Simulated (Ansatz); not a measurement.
Start from `C[O][Ga]([OH])[Cl]` and change one element to get `C[O][Al]([OH])[Cl]`.

Ansatz, PBE0-D4/def2-TZVP geometries, multiplicity 1. Each molecule was computed in one conformer, which needn't be the lowest.

Scalar relativity is left out up to krypton.

```json
{"property": "LUMO energy (B3LYP/def2-TZVPP) / eV", "`C[O][Ga]([OH])[Cl]`": "-1.47"}
{"property": "size of the dipole moment (B3LYP/def2-TZVPP) / D", "`C[O][Ga]([OH])[Cl]`": "1.84"}
{"property": "size of the dipole moment (PBE/def2-TZVPP) / D", "`C[O][Ga]([OH])[Cl]`": "1.82"}
{"property": "size of the dipole moment (ωB97M-V/def2-TZVPP) / D", "`C[O][Ga]([OH])[Cl]`": "1.81"}
{"property": "LUMO energy (ωB97M-V/def2-TZVPP) / eV", "`C[O][Ga]([OH])[Cl]`": "0.75"}
{"property": "HOMO energy (ωB97M-V/def2-TZVPP) / eV", "`C[O][Ga]([OH])[Cl]`": "-10.69"}
```

What does the change do to each property? (An estimate is asked.)

Computed: 
```csv
property,`C[O][Al]([OH])[Cl]`,shift
LUMO energy (B3LYP/def2-TZVPP) / eV,-0.91,0.56
size of the dipole moment (B3LYP/def2-TZVPP) / D,0.40,-1.44
size of the dipole moment (PBE/def2-TZVPP) / D,0.30,-1.52
size of the dipole moment (ωB97M-V/def2-TZVPP) / D,0.41,-1.40
LUMO energy (ωB97M-V/def2-TZVPP) / eV,1.02,0.27
HOMO energy (ωB97M-V/def2-TZVPP) / eV,-10.80,-0.11
```

With PBE0 the HOMO falls by 0.09 eV and the LUMO rises by 0.52 eV, so the gap widens by about 0.61 eV. PBE moves the HOMO by -0.11 eV and ωB97M-V by -0.11 eV. Dipoles are sizes alone; their direction can turn.

B3LYP here is the variant with VWN-RPA as its local correlation; programs differ in this.
